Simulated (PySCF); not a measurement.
SiBrI, SMILES Br[Si]I (connectivity only; charge and spin as stated), neutral, multiplicity 1.

Coordinates come from a PBE0-D3(BJ)/def2-TZVP optimisation. The def2 effective core potentials stand for the cores of I; spin–orbit coupling is left out.

The numbers are results of CAM-B3LYP/def2-TZVPD (PySCF), not measurements.

The molecule is in vacuum.

```json
{
 "total_energy": "-3161.55163 hartree",
 "point_group": "Cs",
 "highest_occupied_level": "-8.49 eV",
 "lowest_empty_level": "-2.14 eV",
 "orbital_gap": "6.35 eV",
 "dipole_moment": "0.91 D",
 "quadrupole, principal values (traceless, Buckingham form, about the centre of nuclear charge)": "-3.23, 1.11, 2.12 D·Å",
 "mean_static_polarisability": "90.6 bohr³ (13.42 Å³)",
 "polarisability_principal_values": "65.7, 84.8, 121.2 bohr³"
}
```
